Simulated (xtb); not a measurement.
xtb input (GFN2-xTB):

```bash
xtb mol.xyz --gfn 2 --ohess tight --chrg -1 --uhf 0
```
mol.xyz:
```
11

Si     2.11891101     0.31326749     0.29016697
C      0.25815776    -0.07327377     0.09801017
C     -0.61565055    -0.91209961     0.67219959
C     -1.91127567    -0.63237353     0.21909446
C     -1.81700962     0.39520247    -0.65444259
O     -0.49327814     0.71737188    -0.79543046
H      2.56799710    -0.08480217    -1.17586590
H      2.48345775    -1.01178380     0.89511402
H     -0.31119312    -1.69479921     1.36298652
H     -2.87682686    -1.15627130     0.51325475
H     -2.48844616     0.95554619    -1.26227437
```

Output:

```
           -------------------------------------------------
          |                Calculation Setup                |
           -------------------------------------------------

           -------------------------------------------------
          |                 G F N 2 - x T B                 |
           -------------------------------------------------

        Reference                      10.1021/acs.jctc.8b01176
      * Hamiltonian:
        H0-scaling (s, p, d)           1.850000    2.230000    2.230000
        zeta-weighting                 0.500000
      * Dispersion:
        s8                             2.700000
        a1                             0.520000
        a2                             5.000000
        s9                             5.000000
      * Repulsion:
        kExp                           1.500000    1.000000
        rExp                           1.000000
      * Coulomb:
        alpha                          2.000000
        third order                    shell-resolved
        anisotropic                    true
        a3                             3.000000
        a5                             4.000000
        cn-shift                       1.200000
        cn-exp                         4.000000
        max-rad                        5.000000

          ...................................................
          :                      SETUP                      :
          :.................................................:
          :  # basis functions                  35          :
          :  # atomic orbitals                  34          :
          :  # shells                           18          :
          :  # electrons                        32          :
          :  max. iterations                   250          :
          :  Hamiltonian                  GFN2-xTB          :
          :  restarted?                      false          :
          :  GBSA solvation                  false          :
          :  PC potential                    false          :
          :  electronic temp.          300.0000000     K    :
          :  accuracy                    1.0000000          :
          :  -> integral cutoff          0.2500000E+02      :
          :  -> integral neglect         0.1000000E-07      :
          :  -> SCF convergence          0.1000000E-05 Eh   :
          :  -> wf. convergence          0.1000000E-03 e    :
          :  Broyden damping             0.4000000          :
          :  net charge                         -1          :
          :  unpaired electrons                  0          :
          ...................................................

 iter      E             dE          RMSdq      gap      omega  full diag
   1    -17.1342415 -0.171342E+02  0.747E+00    3.08       0.0  T
   2    -17.2027391 -0.684976E-01  0.547E+00    1.58       1.0  T
   3    -17.2069650 -0.422589E-02  0.366E+00    1.91       1.0  T
   4    -17.1937530  0.132120E-01  0.170E+00    1.37       1.0  T
   5    -17.2123742 -0.186213E-01  0.822E-01    1.64       1.0  T
   6    -17.2128992 -0.524985E-03  0.346E-01    1.73       1.0  T
[...]
     5   6 C       11   1 H                                       1.0757235

 * 5 distinct bonds (by element types)

   Z      Z             #   av. dist./Å        max./Å        min./Å
   1 H    6 C           3     1.0764928     1.0783745     1.0753804
   6 C    6 C           3     1.3836078     1.4080366     1.3617221
   6 C    8 O           2     1.3648202     1.3668826     1.3627578
   1 H   14 Si          2     1.4732024     1.4747903     1.4716145
   6 C   14 Si          1     1.8397913     1.8397913     1.8397913

           -------------------------------------------------
          |               Frequency Printout                |
           -------------------------------------------------
 projected vibrational frequencies (cm⁻¹)
eigval :       -0.00    -0.00    -0.00    -0.00     0.00     0.00
eigval :      179.16   185.09   215.98   460.12   547.25   561.38
eigval :      613.42   627.04   638.38   756.39   820.67   847.93
eigval :      871.92   895.78  1022.78  1092.89  1108.37  1160.43
eigval :     1192.01  1363.06  1442.87  1534.30  1988.39  2062.35
eigval :     3068.52  3100.19  3116.58
 reduced masses (amu)
   1: 12.33   2: 11.67   3: 19.65   4: 17.03   5: 21.16   6: 15.46   7:  7.59   8:  9.51
   9: 11.83  10: 21.43  11: 12.04  12:  5.12  13: 10.08  14:  3.33  15:  2.75  16:  2.55
  17:  3.01  18: 11.77  19:  6.08  20:  8.11  21:  6.41  22:  6.92  23:  4.56  24: 11.73
  25:  7.16  26: 10.04  27: 11.83  28: 11.15  29:  1.55  30:  2.06  31:  1.80  32:  1.87
  33:  1.92
 IR intensities (km·mol⁻¹)
   1:  0.26   2:  4.09   3: 10.83   4:  9.12   5: 11.28   6:  2.42   7:  2.40   8:  2.61
   9:  0.25  10:  4.27  11:  0.08  12: 61.04  13: 20.42  14: 53.14  15: 12.84  16:  2.55
  17:  0.12  18:  1.87  19:121.56  20:156.17  21: 74.04  22:  8.74  23:  7.35  24: 31.57
  25: 46.09  26: 45.10  27:281.25  28:  4.72  29:363.86  30:887.26  31:144.35  32:186.34
  33: 69.43
 Raman intensities (Ä⁴*amu⁻¹)
   1:  0.00   2:  0.00   3:  0.00   4:  0.00   5:  0.00   6:  0.00   7:  0.00   8:  0.00
   9:  0.00  10:  0.00  11:  0.00  12:  0.00  13:  0.00  14:  0.00  15:  0.00  16:  0.00
  17:  0.00  18:  0.00  19:  0.00  20:  0.00  21:  0.00  22:  0.00  23:  0.00  24:  0.00
  25:  0.00  26:  0.00  27:  0.00  28:  0.00  29:  0.00  30:  0.00  31:  0.00  32:  0.00
  33:  0.00
 output can be read by thermo (or use thermo option).
Molecule has no symmetry elements
It seems to be the C1 point group
 writing <g98.out> molden fake output.
 recommended (thermochemical) frequency scaling factor: 1.0
           -------------------------------------------------
          |             Thermodynamic Functions             |
           -------------------------------------------------

c1  symmetry found (for desy threshold:  0.10E+00) used in thermo

          ...................................................
          :                      SETUP                      :
          :.................................................:
          :  # frequencies                          27      :
          :  # imaginary freq.                       0      :
          :  linear?                             false      :
          :  only rotor calc.                    false      :
          :  symmetry                               c1      :
          :  rotational number                       1      :
          :  scaling factor                  1.0000000      :
          :  rotor cutoff                   50.0000000 cm⁻¹ :
          :  imag. cutoff                  -20.0000000 cm⁻¹ :
          :.................................................:

    mode    ω/cm⁻¹     T·S(HO)/kcal·mol⁻¹    T·S(FR)/kcal·mol⁻¹   T·S(vib)
   ------------------------------------------------------------------------
       1    179.16    -0.69681 ( 99.40%)    -0.67832 (  0.60%)    -0.69670
       2    185.09    -0.67871 ( 99.47%)    -0.66868 (  0.53%)    -0.67866
       3    215.98    -0.59408 ( 99.71%)    -0.62299 (  0.29%)    -0.59416
   ------------------------------------------------------------------------

   temp. (K)  partition function   enthalpy   heat capacity  entropy
                                   cal/mol     cal/K/mol   cal/K/mol   J/K/mol
 298.15  VIB   7.64                 2050.852     16.679     10.920
         ROT  0.157E+06              888.752      2.981     26.754
         INT  0.120E+07             2939.605     19.660     37.674
         TR   0.927E+27             1481.254      4.968     39.614
         TOT                        4420.8587    24.6283    77.2887   323.3759

       T/K    H(0)-H(T)+PV         H(T)/Eh          T*S/Eh         G(T)/Eh
   ------------------------------------------------------------------------
    298.15    0.704509E-02    0.787464E-01    0.367224E-01    0.420241E-01
   ------------------------------------------------------------------------

         :::::::::::::::::::::::::::::::::::::::::::::::::::::
         ::                  THERMODYNAMIC                  ::
         :::::::::::::::::::::::::::::::::::::::::::::::::::::
         :: total free energy         -16.975799995376 Eh   ::
         ::.................................................::
         :: total energy              -17.017824062110 Eh   ::
         :: zero point energy           0.071701333419 Eh   ::
         :: G(RRHO) w/o ZPVE           -0.029677266685 Eh   ::
         :: G(RRHO) contrib.            0.042024066734 Eh   ::
         :::::::::::::::::::::::::::::::::::::::::::::::::::::

optimized geometry written to: xtbopt.xyz

           -------------------------------------------------
          | TOTAL ENERGY              -17.017824062110 Eh   |
          | TOTAL ENTHALPY            -16.939077641850 Eh   |
          | TOTAL FREE ENERGY         -16.975799995376 Eh   |
          | GRADIENT NORM               0.000217677479 Eh/α |
          | HOMO-LUMO GAP               1.886447252560 eV   |
           -------------------------------------------------

------------------------------------------------------------------------
------------------------------------------------------------------------
 total:
 SCF:
 ANC optimizer:
Note: The following floating-point exceptions are signalling: IEEE_UNDERFLOW_FLAG IEEE_DENORMAL
normal termination of xtb
 analytical hessian:
```

It need not be the lowest isomer of its formula. Whether it binds its extra electron was not tested at this geometry.
